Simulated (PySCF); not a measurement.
# Partial charges of `CO[Si@@H](S)CC1CCC1`

Species: C₆H₁₄OSSi.
Cartesian coordinates in Å at the GFN2-xTB level; atoms count from 1:
```
atom  x, y, z in Å
C1    -3.7020   -0.8915   -0.0536
O2    -3.0017    0.2702   -0.3892
Si3   -1.4296    0.3945   -0.7817
S4    -1.2368    2.5021   -1.1089
C5    -0.2250   -0.1176    0.5949
C6     1.1711    0.4454    0.3808
C7     1.9884   -0.1387   -0.7834
C8     3.1917   -0.2939    0.1586
C9     2.2737   -0.0081    1.3562
H10   -4.7453   -0.6179    0.1020
H11   -3.6357   -1.6266   -0.8579
H12   -3.3032   -1.3336    0.8616
H13   -1.1578   -0.3151   -2.0336
H14   -2.5176    2.7313   -1.3393
H15   -0.5983    0.2361    1.5610
H16   -0.1634   -1.2069    0.6610
H17    1.1141    1.5337    0.3194
H18    2.1283    0.5129   -1.6427
H19    1.5956   -1.0944   -1.1254
H20    3.6808   -1.2660    0.1528
H21    3.9419    0.4797    0.0110
H22    2.0020   -0.9095    1.9034
H23    2.6240    0.7408    2.0632
```

Density: PBE0/pcSseg-1 (PySCF); schemes: Mulliken, IAO, Hirshfeld and ESP-fitted. Isolated species at its GFN2-xTB geometry (one conformer only).

Task: What partial charge does each atom carry?

Result: In e:

| atom | environment | Mulliken | IAO | Hirshfeld | ESP-fitted |
| --- | --- | --- | --- | --- | --- |
| C1 | methoxy carbon | -0.009 | -0.198 | -0.031 | -0.133 |
| O2 | silyl ether oxygen | -0.637 | -0.640 | -0.228 | -0.312 |
| Si3 | oxygen-bound silicon | +0.921 | +1.072 | +0.391 | +0.433 |
| S4 | sulfur bonded to Si and H | -0.428 | -0.356 | -0.159 | -0.448 |
| C5 | sp3 carbon bound to silicon | -0.460 | -0.565 | -0.166 | -0.648 |
| C6 | four-membered-ring carbon | -0.397 | -0.099 | -0.023 | +0.332 |
| C7 | four-membered-ring carbon | -0.157 | -0.274 | -0.075 | -0.192 |
| C8 | four-membered-ring carbon | -0.228 | -0.264 | -0.071 | -0.095 |
| C9 | four-membered-ring carbon | -0.125 | -0.267 | -0.072 | -0.174 |
| H10 | methyl hydrogen | +0.123 | +0.157 | +0.052 | +0.102 |
| H11 | methyl hydrogen | +0.099 | +0.130 | +0.042 | +0.103 |
| H12 | methyl hydrogen | +0.101 | +0.130 | +0.043 | +0.102 |
| H13 | Si–H hydrogen | -0.091 | -0.166 | -0.090 | -0.074 |
| H14 | S–H hydrogen | +0.164 | +0.119 | +0.059 | +0.246 |
| H15 | methylene hydrogen | +0.152 | +0.151 | +0.042 | +0.164 |
| H16 | methylene hydrogen | +0.127 | +0.137 | +0.036 | +0.215 |
| H17 | methine hydrogen | +0.144 | +0.133 | +0.030 | +0.057 |
| H18 | methylene hydrogen | +0.130 | +0.137 | +0.036 | +0.062 |
| H19 | methylene hydrogen | +0.107 | +0.129 | +0.035 | +0.071 |
| H20 | methylene hydrogen | +0.118 | +0.133 | +0.036 | +0.048 |
| H21 | methylene hydrogen | +0.118 | +0.137 | +0.039 | +0.053 |
| H22 | methylene hydrogen | +0.104 | +0.130 | +0.036 | +0.056 |
| H23 | methylene hydrogen | +0.122 | +0.134 | +0.037 | +0.033 |

Mean size of the charges over all atoms: IAO 0.246 e, Mulliken 0.220 e, ESP-fitted 0.181 e, Hirshfeld 0.079 e. Each set sums to the total charge, 0, to within 0.001 e. The Mulliken scheme gives each basis function's population to the atom it is centred on and halves the overlap population of two atoms between them. The IAO scheme projects the occupied orbitals on a minimal set of polarised atomic orbitals and counts the electrons in each atom's part of it.

Lowest charge. The schemes don't all agree: Mulliken O2 (-0.637); IAO O2 (-0.640); Hirshfeld O2 (-0.228); ESP-fitted C5 (-0.648).

Highest charge. All schemes agree: Mulliken Si3 (+0.921); IAO Si3 (+1.072); Hirshfeld Si3 (+0.391); ESP-fitted Si3 (+0.433).

Task: How many electrons does the ESP-fitted scheme count on C7?

Result: Z − q = 6 − (-0.192) = 6.192.

Task: How closely do the schemes follow one another over all atoms?

Result: Correlation coefficient and root-mean-square difference: IAO with Hirshfeld 0.99, 0.219 e; Mulliken with Hirshfeld 0.96, 0.195 e; Mulliken with IAO 0.96, 0.096 e; IAO with ESP-fitted 0.82, 0.192 e; Hirshfeld with ESP-fitted 0.81, 0.159 e; Mulliken with ESP-fitted 0.73, 0.208 e.

Task: Sum the charges by element, for elements with more than one atom.

Result: 
```
element  atoms  Mulliken     IAO  Hirshfeld  ESP-fitted
      C      6    -1.375  -1.666     -0.437      -0.909
      H     14    +1.519  +1.591     +0.433      +1.237
```
